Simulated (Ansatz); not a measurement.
A nudged elastic band was laid between two geometries of ClH₃OSn (6 atoms, charge 0, multiplicity 1).

All numbers below come from RKS BLYP/def2-SVP (Ansatz 0.2.0).

```json
{
  "movable images": "7",
  "climbing image": "yes",
  "spring": "5.0 eV/Å²",
  "optimiser": "quadratic models (default)",
  "start path": "through a guess of the saddle point",
  "force threshold": "0.05 eV/Å",
  "iteration limit": "60",
  "end points": "relaxed"
}
```

First end point:

```xyz
6
Properties=species:S:1:pos:R:3
Sn 0.385 0.026 0.035
O 0.774 -0.124 2.006
H -0.055 -0.194 2.521
H 1.952 -0.015 -0.684
H -0.630 1.392 -0.306
Cl -0.852 -1.914 -0.645
```

Last end point:

```xyz
6
Properties=species:S:1:pos:R:3
Sn 0.420 0.757 -0.791
O 1.146 -0.173 1.378
H 0.464 0.075 2.037
H 0.845 -1.067 1.056
H -1.074 1.260 0.139
Cl -0.228 -1.680 -0.890
```

Q: Which bonds break or form, and what moves?

A: Bonds broken: Sn1–H4. Bonds formed: O2–H4.

Q: Give the energies along the band, and the barrier.

A: It converged. The highest image is number 3 of 0 to 8, 150.8 kJ/mol above the first end and 212.6 kJ/mol above the last; the last end lies 61.8 kJ/mol below the first. Neighbouring images differ by up to 1.8 eV, so the band resolves the path poorly. A vibrational analysis at the climbing image gives one clearly imaginary mode, 1016i cm⁻¹: a first-order saddle point. The orbitals stay closed-shell, which can raise the energy where a bond breaks towards radicals; this wasn't checked here.

```json
{"image": "0", "path coordinate (Å)": "0.00", "energy (kJ/mol)": "0.0", "Sn1–H4 (Å)": "1.72", "O2–H4 (Å)": "2.94"}
{"image": "1", "path coordinate (Å)": "0.82", "energy (kJ/mol)": "1.7", "Sn1–H4 (Å)": "1.74", "O2–H4 (Å)": "3.12"}
{"image": "2", "path coordinate (Å)": "1.64", "energy (kJ/mol)": "31.0", "Sn1–H4 (Å)": "1.72", "O2–H4 (Å)": "2.59"}
{"image": "3", "path coordinate (Å)": "2.46", "energy (kJ/mol)": "150.8", "Sn1–H4 (Å)": "1.78", "O2–H4 (Å)": "1.66"}
{"image": "4", "path coordinate (Å)": "3.18", "energy (kJ/mol)": "-19.1", "Sn1–H4 (Å)": "2.31", "O2–H4 (Å)": "1.00"}
{"image": "5", "path coordinate (Å)": "3.90", "energy (kJ/mol)": "-54.3", "Sn1–H4 (Å)": "2.86", "O2–H4 (Å)": "0.98"}
{"image": "6", "path coordinate (Å)": "4.62", "energy (kJ/mol)": "-56.3", "Sn1–H4 (Å)": "2.88", "O2–H4 (Å)": "0.98"}
{"image": "7", "path coordinate (Å)": "5.34", "energy (kJ/mol)": "-56.6", "Sn1–H4 (Å)": "2.77", "O2–H4 (Å)": "0.99"}
{"image": "8", "path coordinate (Å)": "6.06", "energy (kJ/mol)": "-61.8", "Sn1–H4 (Å)": "2.63", "O2–H4 (Å)": "1.00"}
```

Q: What is the geometry of the highest image?

A: 
```xyz
6
Properties=species:S:1:pos:R:3:forces:R:3
Sn 0.261 0.109 -0.350 0.00 0.00 -0.02
O 0.799 0.223 1.771 0.01 -0.01 0.01
H 0.683 -0.665 2.180 -0.01 0.01 0.00
H 1.809 -0.114 0.495 0.00 0.01 0.00
H -0.824 1.460 -0.636 0.00 0.00 0.00
Cl -1.154 -1.841 -0.533 0.00 0.00 0.00
```

Time of the run: 3.2 min on 1 thread of Arm Neoverse V2, with other jobs on the host, peak memory 0.12 GiB.
